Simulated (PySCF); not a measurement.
NMR data simulated for an unnamed compound:

$^{1}$H NMR (400 MHz, computed): δ 7.29 (ddd, J = 9.1, 8.2, 1.3 Hz, 1H), 7.19 (d of quint, J = 8.3, 1.1 Hz, 1H), 6.98 (d, J = 9.1 Hz, 1H), 6.89 (t, J = 8.2 Hz, 1H), 4.16 (br s, 1H), 2.16 (d, J = 1.0 Hz, 3H).

$^{13}$C{$^{1}$H} NMR (computed): δ 160.7 (C), 135.5 (CH), 134.4 (CH), 124.2 (CH), 122.2 (C), 118.8 (CH), 16.0 (CH3).

One computed conformer, non-relativistic Hamiltonian, isolated molecule, fast rotation and ring inversion assumed for equivalent nuclei. PBE0-D3(BJ)/def2-SVP geometry; J: B3LYP/pcJ-1 (without the spin–dipole term); GIAO PBE0/pcSseg-1 shieldings; PySCF 2.14.0 with density-fitted response routines.

Referencing at the same level of theory: $^{1}$H (σref 31.27) and $^{13}$C (σref 184.41) against TMS.

Question: Which of these does the molecule contain: an OH group, a vinyl group CH=CH2, a benzene ring, a methoxy group, a carboxylic acid?

Answer: 
- An OH group: yes (δH 4.16 (br s)).
- A vinyl group CH=CH2: no.
- A benzene ring: yes.
- A methoxy group: no.
- A carboxylic acid: no.

The data belong to o-cresol, C7H8O; they needn't prove each group on their own.

Carbon signals by region: 1 in the far downfield region (above 160 ppm), 5 in the sp2 and nitrile region (100–160 ppm), 1 below 50 ppm. Above 160 ppm: 160.7, aromatic carbon bearing oxygen.

Exchangeable OH/NH protons stand at their gas-phase positions; hydrogen bonding in a real sample shifts them, mostly to higher δ. Splittings below 1 Hz are ignored in the labels, and close J values are merged. Unscaled 3J(H,H) at this level run about 10 % above measured values. Shifts are as computed. Against solution values, carbons near 30 ppm lie about +2 ppm off and those near 130 ppm about +5 ppm. Of 1211 compounds with measured shifts, 218 miss one by over three times the rms of a fit or turn the order of signals round; such compounds aren't used in these exercises.
